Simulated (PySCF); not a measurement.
**Electronic structure of Zn²⁺ (zinc, charge +2) at the UHF level**

Configuration: [Ar] 3d10, closed-shell 1S. Calculation: PySCF 2.14, in aug-cc-pVDZ-PP with ECP10MDF (5s5p4d2f, 54 functions); a scalar-relativistic core potential.

- Total energy: -225.045793 hartree
- One-electron energy: -393.4392 hartree
- Hartree (Coulomb) energy: 187.9476 hartree
- Exchange energy: -19.5542 hartree
- ⟨S²⟩: 0.0000
- ⟨L²⟩: 0.000
- Sum of ⟨r⟩: 14.34 bohr
- Sum of ⟨r²⟩: 14.32 bohr²

| shell | electrons | mean orbital energy (eV) | rms radius, mean of both spins (bohr) |
| --- | --- | --- | --- |
| 3s | 2 | -180.12 | 0.734 |
| 3p | 6 | -127.82 | 0.776 |
| 3d | 10 | -41.440 | 0.981 |

Energies and moments cover only the electrons outside the core potential.
